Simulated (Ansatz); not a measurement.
`[OH][Ge]([SiH3])([Cl])[Cl]` + HCl → `[SiH3][Ge]([Cl])([Cl])[Cl]` + H₂O  (ligand exchange at a Ge–O bond)

Gas-phase electronic energies from Ansatz, PBE0-D4/def2-TZVP geometries. CCSD(T)/CBS adds triple-zeta CCSD(T) − MP2 to the extrapolated MP2 energy (def2 sets, frozen cores). This one scheme is used for every species. For Ge outer-core shells are correlated without core-valence functions, which leaves a few kJ/mol of doubt a bond. Scalar relativity is left out up to krypton. One conformer a species, not always the lowest.

| species | CCSD(T)/def2-TZVPP energy (Eh) |
| --- | --- |
| `[OH][Ge]([SiH3])([Cl])[Cl]` | -3361.77749 |
| HCl | -460.33125 |
| `[SiH3][Ge]([Cl])([Cl])[Cl]` | -3745.78253 |
| H₂O | -76.33701 |

Problem. Work out ΔE.

Solution. ΔE = (-3745.78253) + (-76.33701) − (-3361.77749) − (-460.33125) = -0.01080 Eh = -28.4 kJ/mol. CCSD(T)/CBS gives -34.3 kJ/mol.

Largest T1 diagnostic among the species: 0.011.

At CCSD(T), def2-SVP lies +13.2 kJ/mol from the extrapolated value and def2-TZVPP +5.9 kJ/mol. Leaving LDA and LC-ωPBE aside and taking each functional with its dispersion term where it has one, the values, not all of them listed here, spread over 9.9 kJ/mol, from HSE06-D4 to CAM-B3LYP-D4. LDA lies +3.4 kJ/mol from PBE without D4. The D4 term adds −3.9 kJ/mol with B3LYP and −2.1 kJ/mol with PBE0; it sums over pairs of atoms, weighted by their polarisabilities, and B3LYP, whose exchange is more repulsive, gets the larger term.

B3LYP here is the variant with VWN-RPA as its local correlation; programs differ in this.
